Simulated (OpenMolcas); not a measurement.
Fe3+: CASPT2 settings compared

| Quantity | Value |
| --- | --- |
| Program | OpenMolcas 26.06 |
| Basis | ANO-RCC-VDZP [5s4p2d1f] |
| Scalar Hamiltonian | DKH2, point nucleus |
| Active space | 5 electrons in 5 orbitals (3d) |
| State averaging | 2S+1 = 6 even, 1 root; 2S+1 = 4 even, 24 roots; 2S+1 = 2 even, 75 roots |
| Spin-orbit coupling | RASSI with atomic mean-field integrals over the reference wave functions, term energies averaged over their components |

Methods on the same reference wave functions:
A. CASSCF
B. SS-CASPT2, IPEA 0.15 Eh, no level shift (closed shells correlated: 3s 3p)
C. SS-CASPT2, IPEA 0.4 Eh, imaginary shift 0.5 Eh (closed shells correlated: 3s 3p)
D. MS-CASPT2, IPEA 0.15 Eh, no level shift (closed shells correlated: 3s 3p)
E. MS-CASPT2, IPEA 0.4 Eh, imaginary shift 0.5 Eh (closed shells correlated: 3s 3p)
F. XMS-CASPT2, IPEA 0.5 Eh, no level shift (closed shells correlated: 3s 3p)

Energies in eV above 3d5 6S 5/2, the measured ground level; measured values from Corliss and Sugar, J. Phys. Chem. Ref. Data 11, 135 (1982).

```
               Level       A       B       C       D       E       F  Measured
          3d5 6S 5/2  0.0000  0.0000  0.0000  0.0000  0.0000  0.0000    0.0000
          3d5 4G 5/2  4.6280   4.314   4.318   4.314   4.318   4.277          
          3d5 4G 7/2  4.6312   4.317   4.322   4.317   4.322   4.280          
         3d5 4G 11/2  4.6321   4.319   4.323   4.319   4.323   4.282    3.9979
          3d5 4G 9/2  4.6332   4.320   4.324   4.320   4.324   4.283          
          3d5 4P 5/2  5.3212   4.673   4.694   4.673   4.694   4.599    4.3709
          3d5 4P 3/2  5.3304   4.682   4.703   4.682   4.703   4.607    4.3808
          3d5 4P 1/2  5.3413   4.691   4.712   4.691   4.712   4.616    4.3899
          3d5 4D 7/2  5.7535   5.168   5.181   5.168   5.181   5.131    4.8080
          3d5 4D 1/2  5.7639   5.178   5.191   5.178   5.191   5.140    4.8226
          3d5 4D 3/2  5.7723   5.185   5.198   5.185   5.198   5.146          
          3d5 4D 5/2  5.7744   5.186   5.199   5.186   5.199   5.148          
         3d5 2I 11/2  6.5878   6.305   6.317   6.305   6.317   6.327          
         3d5 2I 13/2  6.5956   6.315   6.327   6.315   6.327   6.337          
3d5 2D 5/2(1) [69 %]  7.3944   6.576   6.619   6.576   6.619   6.580    6.1424
       3d5 2D 3/2(1)  7.4727   6.644   6.687   6.644   6.687   6.643    6.2056
       3d5 2F 7/2(1)  7.6208   6.842   6.884   6.842   6.884   6.836    6.3721
3d5 2F 5/2(1) [55 %]  7.7115   6.928   6.969   6.928   6.969   6.918    6.4678
          3d5 4F 9/2  7.7457   7.040   7.059   7.040   7.059   6.950    6.5241
          3d5 4F 7/2  7.7528   7.045   7.065   7.045   7.065   6.957    6.5334
   3d5 4F 5/2 [66 %]  7.7751   7.057   7.077   7.057   7.077   6.983          
          3d5 4F 3/2  7.7758   7.063   7.083   7.063   7.083   6.976          
          3d5 2H 9/2  8.0790   7.490   7.527   7.490   7.527   7.504    6.9503
         3d5 2H 11/2  8.1097   7.533   7.569   7.533   7.569   7.538    6.9888
```

Deviations, from unrounded energies. A percentage is the sum of absolute deviations over the sum of measured energies, with the sign that they share, or ± where signs differ.

```tsv
Against measurement	Levels	A	B	C	D	E	F
mean absolute deviation (cm-1)	14	8700	3400	3600	3400	3600	3100
other terms of the ground configuration (%)	14	+19.1	+7.4	+7.9	+7.4	+7.9	+6.8
```

F lies closest to measurement on these levels and A furthest from it. The largest miss of F in the table is 3d5 2H 9/2, by +4500 cm-1. The ranking rests on the paired levels alone, and a cruder setting can come out closer through cancelling errors.

Among B to F the level of the table that moves most is 3d5 4F 9/2, by 880 cm-1 (lowest in F, highest in E). Moves below CASPT2's spread within the term are not significant.

The mean deviations of B to F differ by less than CASPT2's widest spread within a term (1900 cm-1), so their order carries little weight.

From A to B the spin-free energies of the other terms of 3d5 shown, above 6S, scale by factors of 0.88 to 0.96, as is usual when dynamic correlation screens the repulsion within a d or f shell.

The lowest spin-free term lies below A's lowest term by 0.264 hartree in B, 0.256 hartree in C, 0.264 hartree in D, 0.256 hartree in E, 0.253 hartree in F.

CASPT2 breaks the degeneracy within a term, and the mean is taken; among the terms shown or strongly mixed into the levels shown the widest spread is 1900 cm-1 (3d5 4G, F). The basis is small and was not contracted for so high a charge. Without dynamic correlation excited terms often stand tens of per cent too high (terms of higher spin than the ground term too low), and those without a measured partner can miss by more than the paired ones (holds for A). Blocks of more than 70 roots (2S+1 = 2 even) ran without multistate coupling (holds for D; E). The CASPT2 spread within a term exceeds the gap to the next term for 3d5 2F(1) and 3d5 4F, so the order of their levels is uncertain, and so are names and mixing where such terms share a J (holds for F). Measured partners are found by configuration, term and J. A level has none where our copy of the source lacks it or the pairing is in doubt (some pairs that miss far off the trend of their configuration count as doubtful), and it then counts in no deviation. Levels of configurations outside the active space are missing. Levels that lie high or do not pair safely by name in every column are left out.

A share in square brackets marks a mixed level and gives the weight of the term that names it, the lowest over the columns. A number in round brackets counts repeated terms of one configuration in the order of the reference energies.
